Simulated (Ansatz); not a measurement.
One change: `[CH3][Ge]([F])([F])[SiH3]` becomes `[CH3][Ge]([CH3])([F])[F]`.

Ansatz, PBE0-D4/def2-TZVP geometries, multiplicity 1. 

Scalar relativity is left out up to krypton.

| property | `[CH3][Ge]([F])([F])[SiH3]` |
| --- | --- |
| size of the dipole moment (B3LYP/def2-TZVPP) / D | 3.24 |
| LUMO energy (PBE/def2-TZVPP) / eV | -1.10 |
| size of the dipole moment (ωB97M-V/def2-TZVPP) / D | 3.24 |
| size of the dipole moment (PBE/def2-TZVPP) / D | 3.05 |
| HOMO energy (PBE0/def2-TZVPP) / eV | -8.44 |
| HOMO energy (ωB97M-V/def2-TZVPP) / eV | -10.50 |

Give the same properties after the change, and the shifts. (An estimate is asked.)

The calculation gave: 
```json
{"property": "size of the dipole moment (B3LYP/def2-TZVPP) / D", "`[CH3][Ge]([CH3])([F])[F]`": "3.42", "shift": "0.18"}
{"property": "LUMO energy (PBE/def2-TZVPP) / eV", "`[CH3][Ge]([CH3])([F])[F]`": "-0.25", "shift": "0.85"}
{"property": "size of the dipole moment (ωB97M-V/def2-TZVPP) / D", "`[CH3][Ge]([CH3])([F])[F]`": "3.40", "shift": "0.16"}
{"property": "size of the dipole moment (PBE/def2-TZVPP) / D", "`[CH3][Ge]([CH3])([F])[F]`": "3.27", "shift": "0.22"}
{"property": "HOMO energy (PBE0/def2-TZVPP) / eV", "`[CH3][Ge]([CH3])([F])[F]`": "-8.99", "shift": "-0.55"}
{"property": "HOMO energy (ωB97M-V/def2-TZVPP) / eV", "`[CH3][Ge]([CH3])([F])[F]`": "-11.21", "shift": "-0.71"}
```

With PBE0 the HOMO falls by 0.55 eV and the LUMO rises by 0.88 eV, so the gap widens by about 1.43 eV. PBE moves the HOMO by -0.39 eV and ωB97M-V by -0.71 eV. Dipoles are sizes alone; their direction can turn.

B3LYP here is the variant with VWN-RPA as its local correlation; programs differ in this.
